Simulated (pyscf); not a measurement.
Structures and frequencies: ωB97X-D3(BJ)/def2-SVP in PySCF.

**Question.** What is the homolytic dissociation enthalpy (298 K, ωB97M-D3(BJ)/def2-TZVP) of the N–Si bond of H₂B–NH–Si(SiH₃)(SiH₃)–SiH₃, to [H₂B–NH]• + H₃Si–Si•(SiH₃)–SiH₃?

**Answer.** N–Si to [H₂B–NH]• + H₃Si–Si•(SiH₃)–SiH₃: 97.0 kcal/mol. The 7 functionals that were run give +86.5 (PBE) to +98.2 kcal/mol (M06-2X). The radicals are drawn with the spin at the cut bond; how far it spreads was not checked. [H₂B–NH]• lies 8.3 kcal/mol over its isomer [HB–NH₂]•, and others may lie lower still (electronic energy, ωB97M-D3(BJ)). Other isomers of H₃Si–Si•(SiH₃)–SiH₃ were not searched in full and may lie lower.
